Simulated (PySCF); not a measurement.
**Radial density of Be+ (beryllium, charge +1)**

PBE0, [He] 2s1, 2S determinant. Calculation: PySCF 2.14, in aug-cc-pVDZ-DK (4s3p2d, 23 functions); the spin-free X2C one-electron Hamiltonian (Gaussian nucleus).

```json
{"r (bohr)": "0.00835", "4πr²ρ (e/bohr)": "0.02889", "4πr²(ρα − ρβ)": "0.0006"}
{"r (bohr)": "0.0141", "4πr²ρ (e/bohr)": "0.07826", "4πr²(ρα − ρβ)": "0.0015"}
{"r (bohr)": "0.0236", "4πr²ρ (e/bohr)": "0.2036", "4πr²(ρα − ρβ)": "0.0040"}
{"r (bohr)": "0.0398", "4πr²ρ (e/bohr)": "0.5063", "4πr²(ρα − ρβ)": "0.0100"}
{"r (bohr)": "0.0669", "4πr²ρ (e/bohr)": "1.154", "4πr²(ρα − ρβ)": "0.0229"}
{"r (bohr)": "0.112", "4πr²ρ (e/bohr)": "2.285", "4πr²(ρα − ρβ)": "0.0454"}
{"r (bohr)": "0.189", "4πr²ρ (e/bohr)": "3.573", "4πr²(ρα − ρβ)": "0.0680"}
{"r (bohr)": "0.318", "4πr²ρ (e/bohr)": "3.815", "4πr²(ρα − ρβ)": "0.0573"}
{"r (bohr)": "0.535", "4πr²ρ (e/bohr)": "2.194", "4πr²(ρα − ρβ)": "0.0044"}
{"r (bohr)": "0.900", "4πr²ρ (e/bohr)": "0.5606", "4πr²(ρα − ρβ)": "0.0854"}
{"r (bohr)": "1.51", "4πr²ρ (e/bohr)": "0.4379", "4πr²(ρα − ρβ)": "0.4161"}
{"r (bohr)": "2.55", "4πr²ρ (e/bohr)": "0.3777", "4πr²(ρα − ρβ)": "0.3775"}
{"r (bohr)": "4.28", "4πr²ρ (e/bohr)": "0.04865", "4πr²(ρα − ρβ)": "0.0486"}
{"r (bohr)": "7.21", "4πr²ρ (e/bohr)": "0.0004982", "4πr²(ρα − ρβ)": "0.0005"}
{"r (bohr)": "12.1", "4πr²ρ (e/bohr)": "1.024e-05", "4πr²(ρα − ρβ)": "0.0000"}
```

Densities and radii are taken from the X2C orbitals without a picture-change correction, which distorts them close to the nucleus.
